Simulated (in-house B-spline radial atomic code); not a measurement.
## RPA and G0W0 on CAM-B3LYP: Mo⁺

Configuration [Kr] 4d5, highest spin, mean-field start CAM-B3LYP. Computed with a B-spline radial code for spherical atoms: all electrons, non-relativistic, point nucleus, each spin shell either full or empty, empty states to l = 9 with an (l + 1/2)⁻⁴ tail; G0W0 by contour deformation at full frequency.

Without relativity these are model numbers: it shifts the levels of so heavy an element strongly and can reorder them.

Command:
```bash
python run_gw.py task.json out
```
Settings (radii: box in bohr, nucleus in fm):
```
Z                        42
electrons                41
configuration            [Kr] 4d5
hamiltonian              nr
method                   camb3lyp
lmax                     9
spin_polarised           True
box_radius               23.78
intervals                54
```

Cost of the run: 3.7 s on 1 thread of AMD EPYC 7R43 64-Core Processor (shared host).

Energies (hartree):

```
                                     term        value
                         mean-field total  -3977.49756
Hartree-Fock functional on these orbitals  -3975.31523
                      direct second order      -3.3031
                    second-order exchange      0.95945
                         SOSEX correction      0.89337
```

(1) What is the RPA correlation energy, and what remains with SOSEX?

Quasi-particle levels (eV):

```csv
level,occupied,mean field,Σx - vxc,Σc,QP weight,G0W0
4d up,yes,-14.203,-2.53,?,?,?
4p down,yes,-45.93,-3.81,1.15,0.868,-48.59
5s up,no,-7.614,1.94,-1.26,0.961,-6.934
```

G0W0 = mean field + (Σx - vxc) + Σc, with Σc (partial-wave tail included) taken at the quasi-particle energy. Only the outer levels were computed. Levels of low weight are left out.

(2) Where does G0W0 put 4d up?

Results:

(1) RPA gives -2.9227 hartree (-1.94 eV per electron); RPA + SOSEX gives -2.0293, and the second-order doubles -2.3437 hartree (no singles). RPA lacks exchange-type terms and so overcorrelates at short range.

(2) At -16.759 eV, with Σc = -0.03 eV and a quasi-particle weight of 0.909. The tabulated removal energy is 16.16 ± 0.12 eV (NIST, semi-empirical); the calculation leaves out relativity, Breit and QED terms, and what these don't explain is the method's own error.
